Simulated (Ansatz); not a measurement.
Geometry optimisation, RKS PBE0-D4/def2-SVP (Ansatz 0.2.0).

Input file:

```yaml
crystal:
  periodic: [false, false, false]
  atoms:
    - { symbol: W, position_ang: [0.028477, -0.150371, 0.01175] }
    - { symbol: Cl, position_ang: [0.048358, -0.039345, 2.379666] }
    - { symbol: F, position_ang: [1.843906, -0.106259, -0.267382] }
    - { symbol: F, position_ang: [-0.299134, 1.66557, 0.062691] }
    - { symbol: F, position_ang: [-1.824654, -0.333355, -0.006] }
    - { symbol: O, position_ang: [0.085018, -1.971587, 0.174709] }
    - { symbol: H, position_ang: [-0.295098, -2.772318, 0.549092] }
    - { symbol: F, position_ang: [-0.104908, -0.091968, -1.835247] }
    - { symbol: F, position_ang: [1.952909, 1.883969, 1.260828] }
    - { symbol: H, position_ang: [1.401127, 2.105464, 1.966093] }
basis:
  gaussian: { orbitals: def2-SVP }
hamiltonian:
  xc: pbe0
  dispersion: d4
relax:
  f_tol: 0.03
  max_steps: 50
output:
  orbitals: {}
```

Run as:

```bash
$ ansatz run input.yaml --threads 4 --pin off --max-ram 5120MiB --backend cpu --events-out ev --progress --plain --runs-dir out
```

Where does it end, and by what steps?

It converged. The force dipped under the threshold on the way, but the program's further checks kept it going. After 19 steps the energy has fallen by 0.180 eV; F9 moved furthest, 0.69 Å.

```tsv
step	energy less start (eV)	largest force component (eV/Å)	accepted
0	0.0000	0.639	yes
1	-0.0925	0.691	yes
2	-0.1199	1.144	yes
3	-0.0903	1.805	no
4	-0.1413	0.594	yes
5	-0.1543	0.529	yes
6	-0.1522	0.768	no
7	-0.1679	0.154	yes
8	-0.1737	0.056	yes
9	-0.1718	0.305	no
10	-0.1764	0.081	yes
11	-0.1783	0.077	yes
12	-0.1772	0.357	no
13	-0.1792	0.015	yes
14	-0.1796	0.093	yes
15	-0.1797	0.039	yes
16	-0.1797	0.035	yes
17	-0.1733	0.772	no
18	-0.1797	0.033	yes
19	-0.1799	0.010	yes
```

```xyz
10
Properties=species:S:1:pos:R:3
W -0.077 -0.217 -0.058
Cl 0.085 0.040 2.249
F 1.754 -0.124 -0.251
F -0.167 1.622 -0.153
F -1.928 -0.210 0.032
O -0.049 -2.028 0.135
H -0.131 -2.947 0.408
F -0.214 -0.288 -1.901
F 2.107 2.402 1.686
H 1.455 1.939 2.149
```

Whether the end is a true minimum wasn't checked by a vibrational analysis.

Time of the run: 60 s on 4 threads of Arm Neoverse V2, with other jobs on the host, peak memory 0.47 GiB.
